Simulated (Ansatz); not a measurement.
Consider the redistribution: `N[SiH2][GaH2]` + `[SiH3][AsH2]` → `[GaH2][AsH2]` + `N[SiH2][SiH3]`.

Calculated with Ansatz (gas phase, PBE0-D4/def2-TZVP geometries, no zero-point term in ΔE). CBS: MP2 limit from def2 TZ/QZ plus the TZ coupled-cluster correction, frozen cores. This one scheme is used for every species. Functionals use def2-TZVPP. HSE06 is defined as in plane-wave codes. For As, Ga outer-core shells are correlated without core-valence functions, which leaves a few kJ/mol of doubt a bond. Scalar relativity is left out up to krypton. Each species was taken in one conformer, which may not be the lowest.

```
             level  ΔE (eV)
           ωB97X-V    -0.24
          PBE-QIDH    -0.25
            revPBE    -0.23
             HSE06    -0.24
         CAM-B3LYP    -0.24
RPA@PBE/def2-TZVPP    -0.22
     HF/def2-TZVPP    -0.27
     MP2/CBS(def2)    -0.23
```

(1) What does CCSD(T)/CBS give? (Estimate.)

Largest T1 diagnostic among the species: 0.012.

## Answers

(1) Computed: -0.23 eV. The listed levels differ from it by -0.01, -0.02, 0.00, -0.01, -0.01, 0.01, -0.04, 0.00 eV.

Leaving LDA and LC-ωPBE aside and taking each functional with its dispersion term where it has one, the values, not all of them listed here, spread over 0.04 eV, from r2SCAN0-D4 to ωB97M-V.
